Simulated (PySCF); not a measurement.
Species: C6H15P.
SMILES: `CCP(CC)CC`

Torsions of this conformer, `[CH3:1][CH2:2][P:3]([CH2:4][CH3:5])[CH2:6][CH3:7]`: C1–C2–P3–C4 178°, C2–P3–C4–C5 77°, C2–P3–C6–C7 178°.

The closed-shell ground state was solved at several levels (PySCF, density fitting, gas phase, non-relativistic). Geometry: PBE0-D3(BJ)/def2-SVP, one conformer, isolated molecule.

| level | basis functions | HOMO (eV) | LUMO (eV) | gap (eV) | dipole (D) |
| --- | --- | --- | --- | --- | --- |
| BP86/pcSseg-1 | 201 | -5.29 | 0.37 | 5.66 | 1.23 |
| PBE0/6-31G | 97 | -6.06 | 2.04 | 8.10 | 1.50 |
| PBE0/STO-3G | 54 | -3.67 | 7.70 | 11.37 | 0.62 |
| PBE0/6-311+G(2d,p) | 287 | -6.29 | 0.22 | 6.51 | 1.33 |
| CAM-B3LYP/pcSseg-1 | 201 | -7.61 | 2.21 | 9.82 | 1.20 |

(1) Estimate the row for PBE0/6-31G*, a basis of 132 functions; the other rows only guide the guess.

(2) Over all these levels, which gives the widest orbital gap and which the narrowest?

(3) How much does the basis alone move the frontier levels among the 4 PBE0 rows (the withheld one included)?

(4) How far do the dipole and the HOMO energy spread over the levels?

Results:

(1) HOMO -6.09 eV, LUMO 1.82 eV, gap 7.91 eV, dipole 1.40 D.

(2) PBE0/STO-3G (global hybrid, 25 % exact exchange) has the widest, 11.37 eV, and BP86/pcSseg-1 (GGA) the narrowest, 5.66 eV. Functional and basis both differ between the two, so the spread mixes both effects.

(3) The HOMO by 2.62 eV and the LUMO by 7.48 eV. By rising basis size (HOMO, LUMO in eV): STO-3G -3.67, 7.70; 6-31G -6.06, 2.04; 6-31G* -6.09, 1.82; 6-311+G(2d,p) -6.29, 0.22.

(4) The dipole runs from 0.62 to 1.50 D (mean 1.21 D) and the HOMO from -7.61 to -3.67 eV.
